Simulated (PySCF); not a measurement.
Members of one series of related molecules.

All values: PBE0/pcSseg-1 (PySCF) at GFN2-xTB geometries, gas phase, one conformer each.

Task: Rank by the lowest IAO charge on any atom, lowest value first.
A. `CC#C/C(=C\[SiH2]CF)CC`
B. `CC/C(=C/[SiH2]CF)C[SiH3]`
C. `CC/C(Cl)=C\[SiH2]CF`
D. `CC/C(=C/[SiH2]CF)C(=O)O`

Result: B (-0.531 e), C (-0.477 e), D (-0.461 e), A (-0.444 e).

Task: Rank by the lowest Hirshfeld charge on any atom, highest value first.
A. `CC/C(=C/[SiH2]CF)OC`
B. `CC/C(=C/[SiH2]CF)CF`
C. `CC#C/C(=C\[SiH2]CF)CC`
D. `CC/C(=C\[SiH2]CF)CC#N`
E. `CC/C(=C/[SiH2]CF)C[SiH3]`

Result: C (-0.145 e), B (-0.158 e), E (-0.170 e), A (-0.200 e), D (-0.228 e).

Task: Rank by LUMO energy, lowest first.
A. `CC/C(=C/[SiH2]CF)OC`
B. `CCC(/C=N\C)=C/[SiH2]CF`
C. `[SiH2](CF)/C=C(\C(=O)O)CC`
D. `CC/C(=C/[SiH2]CF)CF`
E. `CC/C(=C\[SiH2]CF)C(C)=O`
F. `C(C/C(=C/[SiH2]CF)CC)#N`

Result: E (-1.94 eV), C (-1.77 eV), F (-0.96 eV), B (-0.74 eV), D (-0.39 eV), A (0.24 eV).

All values together:

| SMILES | change | formula | μ (D) | HOMO (eV) | LUMO (eV) | lowest IAO charge (e) | highest IAO charge (e) | lowest Hirshfeld charge (e) | highest Hirshfeld charge (e) |
| --- | --- | --- | --- | --- | --- | --- | --- | --- | --- |
| CC/C=C/[SiH2]CF | parent | C5H11FSi | 2.05 | -7.53 | -0.21 | -0.450 (C) | +0.757 (Si) | -0.151 (C) | +0.334 (Si) |
| CCC(/C=N\C)=C/[SiH2]CF | H on C replaced by CH=NMe | C7H14FNSi | 2.15 | -7.00 | -0.74 | -0.448 (C) | +0.740 (Si) | -0.147 (N/C) | +0.330 (Si) |
| CC/C(=C\[SiH2]CF)C(C)=O | H on C replaced by COCH3 | C7H13FOSi | 1.89 | -7.45 | -1.94 | -0.478 (C) | +0.743 (Si) | -0.218 (O) | +0.338 (Si) |
| CC/C(=C\[SiH2]CF)CC#N | H on C replaced by CH2CN | C7H12FNSi | 3.51 | -8.03 | -0.96 | -0.460 (C) | +0.743 (Si) | -0.228 (N) | +0.335 (Si) |
| CC/C(=C/[SiH2]CF)C[SiH3] | H on C replaced by CH2SiH3 | C6H15FSi2 | 3.24 | -7.11 | -0.51 | -0.531 (C) | +0.737 (Si) | -0.170 (C) | +0.322 (Si) |
| CC/C(Cl)=C\[SiH2]CF | H on C replaced by Cl | C5H10ClFSi | 1.50 | -7.39 | -0.77 | -0.477 (C) | +0.745 (Si) | -0.170 (C) | +0.342 (Si) |
| CC/C(=C/[SiH2]CF)S[SiH3] | H on C replaced by SSiH3 | C5H13FSSi2 | 2.99 | -7.05 | -0.67 | -0.456 (C) | +0.747 (Si) | -0.155 (C) | +0.308 (Si) |
| CC/C(=C/[SiH2]CF)OC | H on C replaced by OCH3 | C6H13FOSi | 4.01 | -6.53 | 0.24 | -0.536 (C) | +0.764 (Si) | -0.200 (C) | +0.309 (Si) |
| CC/C(=C/[SiH2]CF)C(=O)O | H on C replaced by COOH | C6H11FO2Si | 3.39 | -7.49 | -1.77 | -0.461 (O) | +0.775 (Si) | -0.209 (O) | +0.296 (Si) |
| CC#C/C(=C\[SiH2]CF)CC | H on C replaced by propynyl | C8H13FSi | 2.73 | -6.82 | -1.00 | -0.444 (C) | +0.756 (Si) | -0.145 (C) | +0.322 (Si) |
| CC/C(=C/[SiH2]CF)CF | H on C replaced by CH2F | C6H12F2Si | 2.95 | -7.45 | -0.39 | -0.457 (C) | +0.758 (Si) | -0.158 (C) | +0.308 (Si) |
| CCC(=C[SiH2]CF)CC | H on C replaced by C2H5 | C7H15FSi | 2.26 | -7.21 | -0.28 | -0.476 (C) | +0.735 (Si) | -0.163 (C) | +0.325 (Si) |

Conformers: `[CH3:1][CH2:2]/[CH:3]=[CH:4]/[SiH2:5][CH2:6][F:7]` with C1–C2–C3–C4 -120°, C3–C4–Si5–C6 -135°, C4–Si5–C6–F7 -59°; `[CH3:1][CH2:2][C:3](/[CH:4]=[N:5]\[CH3:6])=[CH:7]/[SiH2:8][CH2:9][F:10]` with C1–C2–C3–C4 74°, C2–C3–C4–N5 105°, C3–C7–Si8–C9 -34°, C7–Si8–C9–F10 -48°; `[CH3:1][CH2:2]/[C:3](=[CH:4]\[SiH2:5][CH2:6][F:7])[C:8]([CH3:9])=[O:10]` with C1–C2–C3–C4 -99°, C3–C4–Si5–C6 179°, C4–Si5–C6–F7 179°, C2–C3–C8–C9 -157°; `[CH3:1][CH2:2]/[C:3](=[CH:4]\[SiH2:5][CH2:6][F:7])[CH2:8][C:9]#[N:10]` with C1–C2–C3–C4 97°, C3–C4–Si5–C6 -174°, C4–Si5–C6–F7 -178°, C2–C3–C8–C9 -69°; `[CH3:1][CH2:2]/[C:3](=[CH:4]/[SiH2:5][CH2:6][F:7])[CH2:8][SiH3:9]` with C1–C2–C3–C4 -68°, C3–C4–Si5–C6 -176°, C4–Si5–C6–F7 -179°, C2–C3–C8–Si9 -77°; `[CH3:1][CH2:2]/[C:3]([Cl:4])=[CH:5]\[SiH2:6][CH2:7][F:8]` with C1–C2–C3–Cl4 69°, C3–C5–Si6–C7 71°, C5–Si6–C7–F8 -73°; `[CH3:1][CH2:2]/[C:3](=[CH:4]/[SiH2:5][CH2:6][F:7])[S:8][SiH3:9]` with C1–C2–C3–C4 -2°, C3–C4–Si5–C6 176°, C4–Si5–C6–F7 59°, C2–C3–S8–Si9 67°; `[CH3:1][CH2:2]/[C:3](=[CH:4]/[SiH2:5][CH2:6][F:7])[O:8][CH3:9]` with C1–C2–C3–C4 -6°, C3–C4–Si5–C6 173°, C4–Si5–C6–F7 57°, C2–C3–O8–C9 14°; `[CH3:1][CH2:2]/[C:3](=[CH:4]/[SiH2:5][CH2:6][F:7])[C:8](=[O:9])[OH:10]` with C1–C2–C3–C4 3°, C3–C4–Si5–C6 180°, C4–Si5–C6–F7 -55°, C2–C3–C8–O9 180°, C3–C8–O10–H 180°; `[CH3:1][C:2]#[C:3]/[C:4](=[CH:5]\[SiH2:6][CH2:7][F:8])[CH2:9][CH3:10]` with C4–C5–Si6–C7 178°, C5–Si6–C7–F8 -65°, C3–C4–C9–C10 65°; `[CH3:1][CH2:2]/[C:3](=[CH:4]/[SiH2:5][CH2:6][F:7])[CH2:8][F:9]` with C1–C2–C3–C4 -92°, C3–C4–Si5–C6 175°, C4–Si5–C6–F7 56°, C2–C3–C8–F9 -167°; `[CH3:1][CH2:2][C:3](=[CH:4][SiH2:5][CH2:6][F:7])[CH2:8][CH3:9]` with C1–C2–C3–C4 92°, C3–C4–Si5–C6 -172°, C4–Si5–C6–F7 -59°, C2–C3–C8–C9 -86°.

Task: Give the shifts from the parent, `CC/C=C/[SiH2]CF`.

Result: 
| SMILES | change in μ (D) | change in HOMO (eV) | change in LUMO (eV) |
| --- | --- | --- | --- |
| CCC(/C=N\C)=C/[SiH2]CF | +0.10 | +0.53 | -0.53 |
| CC/C(=C\[SiH2]CF)C(C)=O | -0.16 | +0.08 | -1.73 |
| CC/C(=C\[SiH2]CF)CC#N | +1.46 | -0.50 | -0.75 |
| CC/C(=C/[SiH2]CF)C[SiH3] | +1.19 | +0.42 | -0.30 |
| CC/C(Cl)=C\[SiH2]CF | -0.55 | +0.14 | -0.56 |
| CC/C(=C/[SiH2]CF)S[SiH3] | +0.94 | +0.48 | -0.46 |
| CC/C(=C/[SiH2]CF)OC | +1.96 | +1.00 | +0.45 |
| CC/C(=C/[SiH2]CF)C(=O)O | +1.34 | +0.04 | -1.56 |
| CC#C/C(=C\[SiH2]CF)CC | +0.68 | +0.71 | -0.79 |
| CC/C(=C/[SiH2]CF)CF | +0.90 | +0.08 | -0.18 |
| CCC(=C[SiH2]CF)CC | +0.21 | +0.32 | -0.07 |
